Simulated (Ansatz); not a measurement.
`C[O][SbH][CH3]` → `[CH3][SbH2]` + `C=O` at 500 K and 1 bar (β-hydride elimination).

Program: Ansatz. Geometries: PBE0-D4/def2-TZVP. ΔE: electronic, gas phase. CBS: MP2 limit from def2 TZ/QZ plus the TZ coupled-cluster correction, frozen cores. This one scheme is used for every species. Elements past krypton have def2 core potentials. For Sb outer-core shells are correlated without core-valence functions, which leaves a few kJ/mol of doubt a bond. Each species was taken in one conformer, which may not be the lowest.

| species | CCSD(T)/CBS energy (Eh) | H − E (kJ/mol) | S (J/(mol·K)) |
| --- | --- | --- | --- |
| `C[O][SbH][CH3]` | -395.49301 | 267.6 | 426.8 |
| `[CH3][SbH2]` | -281.05548 | 159.6 | 323.2 |
| `C=O` | -114.39408 | 87.9 | 238.5 |

H − E and S are ideal-gas, rigid-rotor, harmonic terms from PBE0-D4/def2-TZVP, for one conformer and one mirror image of each species. 1 Eh = 2625.50 kJ/mol, R = 8.31446 J/(mol·K).

By hand: ΔE, ΔH, ΔS and ΔG.

ΔE = (-281.05548) + (-114.39408) − (-395.49301) = 0.04345 Eh = 114.1 kJ/mol. Δ(H − E) = 159.6 + 87.9 − 267.6 = -20.1, so ΔH = 94.0 kJ/mol. ΔS = 323.2 + 238.5 − 426.8 = 134.9 J/(mol·K). ΔG = 94.0 − 500 × (134.9)/1000 = 26.5 kJ/mol.

By hand: the equilibrium constant, and the temperature at which ΔG would vanish if ΔH and ΔS stayed fixed.

log₁₀ K = −ΔG/(RT ln 10) = -2.8. ΔG = 0 at ΔH/ΔS = 697 K.

The number of gas molecules changes by +1, which sets the sign of ΔS. A doubt of 5 kJ/mol in ΔE shifts log₁₀ K by 0.5 here. Other conformers and mirror images would add mixing entropy, several J/(mol·K) or more a flexible species. Modes under 60 cm⁻¹, often nearly free rotors, make the harmonic entropy too high. These are equilibria of isolated gas molecules and say nothing of rates. Largest T1 diagnostic: 0.015 (customary marks: 0.02 for closed shells, 0.045 for open ones).
